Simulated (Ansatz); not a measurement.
Isomers of Sr3Se3⁻ (doublet), relaxed with B3LYP-D4/def2-SVPD; total energies from Ansatz at RPA@PBE/def2-TZVPD.

```csv
isomer,description,energy (Eh)
A,point group Cs; 7 × Se–Sr 2.83 to 3.10 Å,-7292.87563
B,point group C2v; 8 × Se–Sr 2.88 to 3.06 Å,-7292.88136
C,point group Cs; 7 × Se–Sr 2.83 to 3.10 Å,-7292.87902
D,point group Cs; 7 × Se–Sr 2.83 to 3.10 Å,-7292.87998
```

In the def2 sets Sr takes a core potential; there is no spin–orbit coupling. Correlated methods freeze 27 core orbitals; core or outer-core shells of Sr, Se are correlated, in sets that lack core-valence functions.

The isomers come from a short search, and lower ones may exist.

Q: Work out the relative energies (1 Eh = 2625.5 kJ/mol) and the Boltzmann populations at 1200 K from electronic energies alone (R = 8.314 J/mol/K).

A: ΔE: A 15.0, B 0.0, C 6.1, D 3.6 kJ/mol. RT = 9.98 kJ/mol. Factors exp(−ΔE/RT): A 0.222, B 1, C 0.543, D 0.697; sum 2.462. Populations: A 9.0 %, B 40.6 %, C 22.1 %, D 28.3 %. Zero-point energy, vibrational entropy and symmetry numbers are left out and can shift these; an error of 4 kJ/mol changes a ratio by a factor of 1.5. Over the other density-functional and correlated levels in def2 sets, the gap between B and D ranges from 26 to 45 kJ/mol.
